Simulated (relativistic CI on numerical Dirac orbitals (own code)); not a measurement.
## W²⁺: calculation against measurement

Calculated at this level of theory: Dirac-Coulomb-Breit CI, separate exchange-only KLI orbitals for each configuration, model QED (radiative potential, 1s self-energy scaled to tabulated hydrogen-like ionisation energies), valence Slater integrals scaled by 0.85, P86 correlation estimate, and configurations built on the next ion tied to the tabulated ionisation energy (semi-empirical) (own radial code, finite nucleus).

CI space (outside the closed core [Xe] 4f14): 5d⁴, 5d³6s, 5d³6p, 5d³6d, 5d³7s, 5d³5f, 5d³6f, 5d²6s², 5d²6s6p, 5d³5g, 5d³7p, 5d²5f², 5d²6s7s, 5d²6p², 5d³7d, 5d²5f6s, 5d³7f, 5d³6g, 5d²5g², 5d²5g6s, 5d²6p7s, 5d²5f6p. Levels of other configurations are missing.

| Configuration | Term (tabulated) | J | Measured (cm⁻¹) | Computed | Error | Purity (%) |
| --- | --- | --- | --- | --- | --- | --- |
| 5d⁴ | 5D | 0 | 0.0 | 0 | 0 | 75 |
| 5d⁴ | 5D | 1 | 2256.2 | 1587 | -669 | 88 |
| 5d⁴ | 5D | 2 | 4461.2 | 3344 | -1117 | 95 |
| 5d⁴ | 5D | 3 | 6277.8 | 4964 | -1314 | 94 |
| 5d⁴ | 5D | 4 | 7686.7 | 6404 | -1282 | 86 |
| 5d⁴ | 3P | 0 | 9904.3 | 9673 | -231 | 60 |
| 5d³6s | 5F | 1 | 10968.5 | 16927 | 5959 | 91 |
| 5d³6s | 5F | 2 | 12427.1 | 18413 | 5986 | 85 |
| 5d⁴ | 3P | 1 | 12881.0 | 12583 | -298 | 72 |
| 5d⁴ | 3H | 4 | 13700.9 | 13419 | -282 | 57 |

Measured levels from NIST levels as listed in McCann et al., Mon. Not. R. Astron. Soc. 538, 537 (2025); pairs were made by configuration, J and term (by order where the table uses no LS term), so strongly mixed levels may be paired wrongly.

Mean error by configuration (cm⁻¹): 5d⁴ -742; 5d³6s 5972. Over the excited levels the mean absolute error is 1904 cm⁻¹ (9 of the 9 excited levels that our extract of the source holds in range could be paired), and the median relative error of those above 1,000 cm⁻¹ is 21 %. Some levels of the ground configuration have no partner.
